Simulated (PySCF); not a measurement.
## Bonding in `C/C=C\[Si@H](S)NC`

C4H11NSSi.
SMILES with atom numbers: `[CH3:1]/[CH:2]=[CH:3]\[Si@H:4]([SH:5])[NH:6][CH3:7]` (hydrogens: H8, H9, H10 on C1; H11 on C2; H12 on C3; H13 on Si4; H14 on S5; H15 on N6; H16, H17, H18 on C7)

Structure used (GFN2-xTB), in Å, numbered top down from 1:
```xyz
18
C4H11NSSi angstrom
C      2.050   -0.445   -1.031
C      1.854   -0.978    0.346
C      0.938   -0.575    1.218
Si    -0.385    0.736    0.948
S     -1.127    1.115    2.941
N     -1.783    0.318    0.033
C     -1.742   -0.003   -1.374
H      1.937   -1.247   -1.761
H      3.061   -0.051   -1.135
H      1.339    0.343   -1.258
H      2.549   -1.765    0.620
H      0.928   -1.056    2.190
H      0.102    2.001    0.398
H     -2.019    2.024    2.589
H     -2.519   -0.185    0.509
H     -1.051    0.675   -1.869
H     -2.732    0.129   -1.814
H     -1.409   -1.029   -1.562
```

Bond orders from the PBE0/pcSseg-1 density (PySCF). The structure is a single GFN2-xTB conformer in the gas phase; no vibrational or solvent corrections.

How far do the computed orders between heavy atoms stray from the drawn ones?

The largest departure is 0.156, at C3–Si4 (drawn single, 0.844). Drawn single, order below 0.88: C3–Si4 (0.844).

Set the Mayer orders of the bonds between heavy atoms beside their lengths.

```
  bond  drawn as  length (Å)  Mayer order
 C1–C2    single       1.489        1.072
 C2–C3    double       1.328        1.960
C3–Si4    single       1.882        0.844
Si4–S5    single       2.160        0.996
Si4–N6    single       1.721        1.036
 N6–C7    single       1.444        0.978
```

By pair of heavy elements: C–C: lowest C1–C2 (1.072, 1.489 Å), highest C2–C3 (1.960, 1.328 Å).

And the bonds to hydrogen?

C–H: 0.93 to 0.97 (8 bonds); H–Si: 0.92 (1 bond); H–S: 0.93 (1 bond); H–N: 0.93 (1 bond).

Sum the orders of all bonds at each heavy atom with more than one neighbour and set the sums beside the valence in the SMILES.

C1 3.920 (drawn 4), C2 3.987 (drawn 4), C3 3.735 (drawn 4), Si4 3.796 (drawn 4), S5 1.926 (drawn 2), N6 2.940 (drawn 3), C7 3.870 (drawn 4). Orders between atoms that aren't bonded are not in these sums.

Mayer orders depend on the basis set.
